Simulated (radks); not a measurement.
Q: Ir IV, 74 electrons, occupied as [Xe] 4f14 5d4 6s2 (not the ground configuration). All-electron calculation, scalar-relativistic Kohn-Sham, PBE, spin-unpolarised, spherical densities, finite nucleus; Fermi nuclear charge, rms radius 5.4032 fm. Program: a radial shooting solver on a logarithmic mesh with Libxc functionals. Some entries of the table are withheld. Estimate them.

| orbital | occ. | eigenvalue (eV) | r(max) (bohr) |
|---|---|---|---|
| 1s | 2 | -76140.57 | 0.01082 |
| 2s | 2 | -13353.90 | (1) |
| 2p | 6 | -11609.88 | 0.05138 |
| 3s | 2 | (2) | 0.1757 |
| 3p | 6 | (3) | 0.1745 |
| 3d | 10 | -2081.423 | 0.1421 |
| 4s | 2 | -704.3331 | 0.3972 |
| 4p | 6 | -536.9216 | 0.4174 |
| 4d | 10 | -331.0503 | 0.4262 |
| 5s | 2 | -137.1408 | 0.8885 |
| 4f | 14 | -102.1694 | (4) |
| 5p | 6 | -93.1161 | (5) |
| 5d | 4 | -42.4034 | 1.243 |
| 6s | 2 | -34.4041 | (6) |

A: 
(1) 2s r(max) (bohr): 0.06230
(2) 3s eigenvalue (eV): -3154.169
(3) 3p eigenvalue (eV): -2643.931
(4) 4f r(max) (bohr): 0.3949
(5) 5p r(max) (bohr): 0.9965
(6) 6s r(max) (bohr): 2.105
